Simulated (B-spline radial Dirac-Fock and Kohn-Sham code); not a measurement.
Two-hole binding energies of Pt⁴⁹⁺

System: the Pt⁴⁹⁺ ion in the configuration [Ar] 3d10 4s1.

These are calculated numbers from a B-spline atomic structure program; the model is multi-electron Dirac-Fock with separately optimised hole states, Breit and Lamb-shift corrections added in first order. U is the two-hole binding energy less the two single-hole energies, the effective repulsion of the holes after relaxation. Each two-hole energy is an average over J within one jj subconfiguration.

```csv
holes,E(a) (eV),E(b) (eV),E(ab) (eV),U (eV)
1s⁻¹ 2p1/2⁻¹,81085.2,15919.8,97529.5,524.5
1s⁻¹ 2p3/2⁻¹,81085.2,14201.6,95720.2,433.4
1s⁻¹ 3p1/2⁻¹,81085.2,5528.9,86816.6,202.5
1s⁻¹ 3p3/2⁻¹,81085.2,5128.4,86393.5,179.9
1s⁻¹ 3d3/2⁻¹,81085.2,4712.8,85975.7,177.7
1s⁻¹ 3d5/2⁻¹,81085.2,4627.0,?,?
2s⁻¹ 2p1/2⁻¹,16520.7,15919.8,32740.5,300.0
2p1/2⁻²,15919.8,15919.8,32223.2,383.7
2s⁻¹ 2p3/2⁻¹,16520.7,14201.6,31003.8,281.5
2p1/2⁻¹ 2p3/2⁻¹,15919.8,14201.6,30453.5,332.2
2s⁻¹ 3d5/2⁻¹,16520.7,4627.0,21314.4,166.7
2p1/2⁻¹ 3d3/2⁻¹,15919.8,4712.8,20803.0,170.4
3p1/2⁻²,5528.9,5528.9,11193.0,135.1
3p1/2⁻¹ 3p3/2⁻¹,5528.9,5128.4,10780.4,123.0
```

Task: Give the missing two-hole energy and U.

Result: E(ab) = 85884.3 eV and U = 172.1 eV.
